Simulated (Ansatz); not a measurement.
The cluster Al₄⁻. Total charge -1; doublet. Geometry PBE-D4/def2-TZVPD, basis def2-TZVPD, Ansatz.

```xyz
4

Al   -0.765    0.694    1.227
Al    0.765   -0.694   -1.227
Al    1.760    0.403    0.871
Al   -1.760   -0.403   -0.871
```

```
run  HOMO (eV)  LUMO (eV)
  A      -0.42       0.55
  B      -0.78       0.90
  C      -1.44       1.80
  D      -0.26       0.51
```

HSE06 is defined as in plane-wave codes, on full-range PBE exchange. The structure comes from a short search, and lower isomers may exist.

HOMO and LUMO are taken over both spins.

Problem. The runs used CAM-B3LYP, HSE06, PBE0, r2SCAN. Estimate which is which.

Solution. A HSE06 (range-separated); B PBE0 (25 % exact exchange); C CAM-B3LYP (range-separated); D r2SCAN (0 % exact exchange). Exact exchange lowers occupied and raises empty levels; among semilocal functionals meta-GGAs tend to open the gap a little, and such runs are hard to tell apart. The gap grows from 0.77 eV (r2SCAN) to 3.24 eV (CAM-B3LYP).
